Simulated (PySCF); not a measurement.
# Solvent effects on NMR parameters

Atoms are numbered as in `[CH2:1]=[C:2]([CH3:3])[B-:4]1([C:5](=[CH2:6])[CH3:7])[NH2+:8][BH2-:9][NH2+:10]1`; H(Xn) means a hydrogen on atom n. Ha(C6) is cis to B4; Ha(C1) is cis to C3; Hb(C6) is trans to B4; Hb(C1) is trans to C3.

GIAO PBE0/pcSseg-1 in PySCF 2.14.0 with density-fitted response routines on one PBE0-D3(BJ)/def2-SVP conformer, non-relativistic, equivalent nuclei averaged. Solvents enter as an IEF-PCM continuum (cyclohexane with ε = 2.0, chloroform with ε = 4.7) around the gas-phase geometry. Shifts are referred to TMS, BF3·OEt2 computed in the same medium.

In cyclohexane, δ in ppm: C2/C5 165.5, C1/C6 119.6, C3/C7 22.6, B4 -6.8, B9 -15.3, Ha(C1)/Hb(C6) 5.49, Hb(C1)/Ha(C6) 5.01, H(B9) 3.00, H(N8)/H(N10) 1.90, H(C3)/H(C7) 1.70. Dipole moment 0.42 D.

Q: How does each δ change in the more polar medium?

A: 
| atoms | environment | Δδ, chloroform |
| --- | --- | --- |
| C2/C5 | fully substituted alkene carbon | +1.4 |
| C1/C6 | terminal =CH2 carbon | 0.0 |
| C3/C7 | allylic methyl carbon | +0.2 |
| B4 | boron bonded to 2 C, 2 N, in a 4-membered ring | +0.2 |
| B9 | boron bonded to 2 N, 2 H, in a 4-membered ring | 0.0 |
| Ha(C1)/Hb(C6) | hydrogen on a terminal =CH2 carbon | -0.01 |
| Hb(C1)/Ha(C6) | hydrogen on a terminal =CH2 carbon | +0.06 |
| H(B9) | hydrogen on a boron bonded to 2 N, in a 4-membered ring | -0.11 |
| H(N8)/H(N10) | hydrogen on a donor nitrogen of a Lewis adduct | +0.14 |
| H(C3)/H(C7) | hydrogen on an allylic methyl carbon | +0.01 |

Changes are relative to cyclohexane. The dipole moment becomes 0.39 D in chloroform.

Q: Which nuclei move most (in ppm), and what does the model miss?

A: C2/C5 (fully substituted alkene carbon, +1.4 ppm) in chloroform. A continuum only polarises the solute; specific hydrogen bonds, the anisotropy of aromatic solvents and changes of geometry or conformer are outside it.
